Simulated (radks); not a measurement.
Results of a calculation; reference values are marked as such.
Question: The mean radii <r> (bohr) of the occupied orbitals of an atom or ion are listed with their occupations. Level of theory: non-relativistic Kohn-Sham, PBE, spin-polarised, spherical densities, point nucleus (a radial shooting solver on a logarithmic mesh with Libxc functionals).

| orbital | occ. | <r> |
|---|---|---|
| 1s up | 1 | 0.06412 |
| 1s down | 1 | 0.06413 |
| 2s up | 1 | 0.2894 |
| 2p up | 3 | 0.2536 |
| 2p down | 3 | 0.2537 |
| 3s up | 1 | 0.7513 |
| 3s down | 1 | 0.7546 |
| 3p up | 1 | 0.7427 |

Name the element and its charge. Open shells, if any, are filled with parallel spins first.

Answer: Z = 24, chromium, charge +12: Cr12+ in [He] 2s1 2p6 3s2 3p1. The 1s radius gives Z: for a bare nucleus <r> = 1.5/Z, 0.0625 bohr for Z = 24, and screening makes it slightly larger (0.06412 here). The occupations add up to 12, and the charge is Z minus that.
